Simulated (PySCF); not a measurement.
Calculation: PySCF 2.14.0 with TPSSh-D3(BJ)/def2-TZVP // PBE-D3(BJ)/def2-SVP. Gas-phase values, no solvent. One relaxed conformer stands for a flexible species; it need not be the lowest. 

Reference species: [Zr(OH)2(H)2] (neutral, multiplicity 1).

The mean distance from the central atom to its bonded neighbours comes out as 1.896 Å, the coordination number is 4 and the HOMO comes out as -7.04 eV. The HOMO–LUMO gap comes out as 5.31 eV.

After one change: the mean distance from the central atom to its bonded neighbours goes up by 0.020 Å; the coordination number is nearly the same; the HOMO goes up by 0.11 eV; the HOMO–LUMO gap goes up by 1.07 eV.

Question: What was changed between the two runs? The new species is one of these.
A. [Zr(H)4]
B. [Zr(OH)4]
C. [Zr(OH)3(H)]
D. [Zr(OH)(H)3]

Answer: C, [Zr(OH)3(H)]
